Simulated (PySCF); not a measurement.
An unknown is described by computed data only.

Formula: C3H6Mg.

| Property | Result |
| --- | --- |
| UV, first state | lowest singlet excitation: 4.90 eV (253 nm, f = 0.001) [TDDFT PBE0/def2-SVPD] |
| Dipole | 0.26 D [PBE0/def2-SVPD] |
| Rotational structure | rotational constants A, B, C: 32.550, 2.150, 2.043 GHz [PBE0-D3(BJ)/def2-SVP] |
| XPS | C1s 289.0, C1s 289.0, C1s 289.9, Mg1s 1310.5 eV [ΔSCF SCAN, pcX-2 on the ionised atom, pcseg-1 elsewhere, spin-free X2C] |
| 13C NMR | chemical shifts (computed TMS as zero) by class: 156.5 (1 C), 147.8 (1 C), -23.9 (1 C) ppm [GIAO PBE0/pcSseg-1] |
| Polarisability | 66.5 au [PBE0/def2-SVPD] |
| 1H NMR | chemical shifts (computed TMS as zero) by class: 6.69 (1 H), 6.53 (1 H), 6.10 (1 H), -0.94 (3 H) ppm [GIAO PBE0/pcSseg-1] |

The electronic properties come from PySCF, for the isolated species, density fitting. Levels stand in brackets. Geometry: PBE0-D3(BJ)/def2-SVP, one conformer, isolated molecule. NMR values are class means; diastereotopic atoms form classes of their own.

Task: Give a SMILES that accounts for the data.

Result: 3 carbons fall into 3 classes; from least to most shielded: carbon bonded to C, Mg and H (156.5 ppm), carbon bonded to C and 2 H (147.8 ppm), carbon bonded to Mg and 3 H (-23.9 ppm). Hydrogen classes from least to most shielded: 1 H on a carbon bonded to C and 2 H (6.69 ppm), 1 H on a carbon bonded to C, Mg and H (6.53 ppm), 1 H on a carbon bonded to C and 2 H (6.10 ppm), 3 H on a carbon bonded to Mg and 3 H (-0.94 ppm). The core levels belong to: C1s 289.0 eV, carbon bonded to Mg and 3 H; C1s 289.0 eV, carbon bonded to C, Mg and H; C1s 289.9 eV, carbon bonded to C and 2 H; Mg1s 1310.5 eV, magnesium bonded to 2 C. The hole state at 289.0 eV has ⟨S²⟩ = 0.84 against 0.75, so that value is less sure. By its constants the optimised geometry is an asymmetric top. Structure: MgMe(vinyl) (`C=[CH][Mg][CH3]`). The assignments are read from this structure; whether some other isomer fits the data as well wasn't checked.
